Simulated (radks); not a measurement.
The caesium anion Cs-, [Xe] 6s2, held by a Watson sphere: a shell of charge +1 at radius R that stands for the Madelung well of a crystal (potential energy -1/R inside, -1/r outside, in hartree with lengths in bohr). Method: scalar-relativistic Kohn-Sham, LDA (Slater exchange, Perdew-Wang correlation), spin-polarised, spherical densities, finite nucleus; Fermi nuclear charge, rms radius of each element as measured or else 0.836 A^(1/3) + 0.57 fm; computed with a radial shooting solver on a logarithmic mesh with Libxc functionals. Response by self-consistent Sternheimer equations with the Hartree and adiabatic LDA kernel, the relativistic mass of each level held fixed and spin-orbit coupling left out. The sphere does not respond.

R (bohr) = 3.48: e(5s) (eV) -28.183; e(5p) (eV) -14.978; e(6s) (eV) -3.226; <r> 6s (bohr) 4.948; sum of <r^2> (bohr^2) 107.2; X-ray form factor at sin(theta)/lambda = 0.1 1/angstrom 50.753; alpha (bohr^3) 271.5
R (bohr) = 3.69: e(5s) (eV) -27.906; e(5p) (eV) -14.701; e(6s) (eV) -3.198; <r> 6s (bohr) 4.994; sum of <r^2> (bohr^2) 108.3; X-ray form factor at sin(theta)/lambda = 0.1 1/angstrom 50.736; alpha (bohr^3) 280.1
R (bohr) = 3.95: e(5s) (eV) -27.613; e(5p) (eV) -14.404; e(6s) (eV) -3.155; <r> 6s (bohr) 5.059; sum of <r^2> (bohr^2) 109.8; X-ray form factor at sin(theta)/lambda = 0.1 1/angstrom 50.715; alpha (bohr^3) 293.3
R (bohr) = 4.05: e(5s) (eV) -27.512; e(5p) (eV) -14.302; e(6s) (eV) -3.137; <r> 6s (bohr) 5.086; sum of <r^2> (bohr^2) 110.4; X-ray form factor at sin(theta)/lambda = 0.1 1/angstrom 50.708; alpha (bohr^3) 299.0
R (bohr) = 4.78: e(5s) (eV) -26.947; e(5p) (eV) -13.720; e(6s) (eV) -2.978; <r> 6s (bohr) 5.304; sum of <r^2> (bohr^2) 115.4; X-ray form factor at sin(theta)/lambda = 0.1 1/angstrom 50.660; alpha (bohr^3) 350.9
R (bohr) = 4.8: e(5s) (eV) -26.935; e(5p) (eV) -13.707; e(6s) (eV) -2.973; <r> 6s (bohr) 5.310; sum of <r^2> (bohr^2) 115.5; X-ray form factor at sin(theta)/lambda = 0.1 1/angstrom 50.659; alpha (bohr^3) 352.5
R (bohr) = 5.39: e(5s) (eV) -26.634; e(5p) (eV) -13.394; e(6s) (eV) -2.828; <r> 6s (bohr) 5.495; sum of <r^2> (bohr^2) 120.0; X-ray form factor at sin(theta)/lambda = 0.1 1/angstrom 50.630; alpha (bohr^3) 405.2
R (bohr) = 5.41: e(5s) (eV) -26.626; e(5p) (eV) -13.385; e(6s) (eV) -2.823; <r> 6s (bohr) 5.502; sum of <r^2> (bohr^2) 120.1; X-ray form factor at sin(theta)/lambda = 0.1 1/angstrom 50.629; alpha (bohr^3) 407.1
R (bohr) = 6.3: e(5s) (eV) -26.319; e(5p) (eV) -13.065; e(6s) (eV) -2.599; <r> 6s (bohr) 5.772; sum of <r^2> (bohr^2) 127.1; X-ray form factor at sin(theta)/lambda = 0.1 1/angstrom 50.601; alpha (bohr^3) 500.1
